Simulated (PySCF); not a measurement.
Trend along group 13: MO molecules

PBE0 with double-zeta basis sets in PySCF, for the lowest determinant that a PBE0 search found; no spin–orbit coupling. De refers to high-spin ground-configuration atoms. A positive dipole means M(−)O(+).

| M | basis | state (unpaired electrons) | Re (Å) | ωe (cm⁻¹) | De (eV) | μ (D) |
| --- | --- | --- | --- | --- | --- | --- |
| B | cc-pVDZ | doublet (σ ↑) | 1.206 | 1919 | 8.28 | -2.10 |
| Ga | cc-pVDZ-PP/cc-pVDZ | doublet (σ ↑) | 1.729 | 703 | 3.87 | -3.40 |
| In | def2-SVPD | doublet (π ↑) | 2.122 | 490 | 3.46 | -3.21 |
| Tl | cc-pVDZ-PP/cc-pVDZ | doublet (π ↑) | 2.191 | 477 | 2.97 | -3.20 |

Question: The row for M = Al is missing. Estimate Re, ωe and De as the mean of the rows for B and Ga, and compare with the calculation.

Answer: The means are 1.468 Å, 1311 cm⁻¹ and 6.07 eV. PBE0 in cc-pV(D+d)Z/cc-pVDZ gives AlO as a doublet (σ ↑) with Re = 1.630 Å, ωe = 942 cm⁻¹, De = 4.81 eV, so the estimate is off by -16.2 pm, +39 % and +1.26 eV.

The rows differ in basis set, which adds steps of its own.

Spin–orbit coupling is left out, which matters for elements this heavy, above all for dissociation energies. States were picked by a PBE0 search and need not be the measured ground states.
